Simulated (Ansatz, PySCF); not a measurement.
C2H9ClOSi2, SMILES O[C@@H]([SiH3])[Si@@H](C)Cl. Atoms are numbered in the order given.

```xyz
15

C      2.2792    -0.4747    -0.8018
Si     0.9712     0.0487     0.4307
Cl     0.4330     2.0288     0.0406
C     -0.5655    -1.0555     0.3695
O     -1.4349    -0.8384     1.4885
Si    -1.6476    -0.8297    -1.1818
H      3.1601     0.1823    -0.7352
H      1.8868    -0.4194    -1.8290
H      2.6041    -1.5104    -0.6087
H      1.4856     0.0134     1.8318
H     -0.1964    -2.1063     0.3335
H     -0.9270    -0.9386     2.3052
H     -2.2782     0.5152    -1.1890
H     -2.7030    -1.8814    -1.2027
H     -0.7795    -0.9859    -2.3877
```
Charge 0, spin multiplicity 1.

Geometry: B3LYP-D3(BJ)/def2-SVP. The structure was generated by enumeration; whether it is a known compound was not checked. One conformer was computed; it need not be the lowest.

Two levels are set side by side: PBE-D3(BJ)/def2-SVP (Ansatz, a program for electronic structure) and B3LYP-D3(BJ)/def2-SVP (Ansatz). Each level has its own optimised geometry; the coordinates shown are those of the second. Frequencies come from the Hessian of PySCF at each geometry. Differences are taken from unrounded values.

```
quantity                            B3LYP-D3(BJ)  PBE-D3(BJ)  PBE-D3(BJ) minus B3LYP-D3(BJ)
----------------------------------  ------------  ----------  -----------------------------
mean bond length (Å)                       1.467       1.476                          0.009
bond C1–Si2 (Å)                            1.872       1.878                          0.006
bond Si2–Cl3 (Å)                           2.089       2.093                          0.004
bond Si2–C4 (Å)                            1.893       1.902                          0.009
bond C4–O5 (Å)                             1.434       1.434                          0.001
bond C4–Si6 (Å)                            1.905       1.912                          0.007
bond C1–H7 (Å)                             1.101       1.108                          0.007
bond C1–H8 (Å)                             1.101       1.108                          0.007
bond C1–H9 (Å)                             1.102       1.110                          0.007
bond Si2–H10 (Å)                           1.493       1.509                          0.016
bond C4–H11 (Å)                            1.114       1.125                          0.010
bond O5–H12 (Å)                            0.967       0.976                          0.009
bond Si6–H13 (Å)                           1.485       1.499                          0.013
bond Si6–H14 (Å)                           1.490       1.503                          0.013
bond Si6–H15 (Å)                           1.494       1.507                          0.013
highest harmonic wavenumber (cm⁻¹)          3788        3666                           -122
mean harmonic wavenumber (cm⁻¹)             1168        1133                            -35
zero-point energy (kcal/mol)               65.13       63.18                          -1.95
```

GGA bonds tend to be longer and softer than those of functionals with exact exchange. Differences between two approximate levels are no errors against the true value.
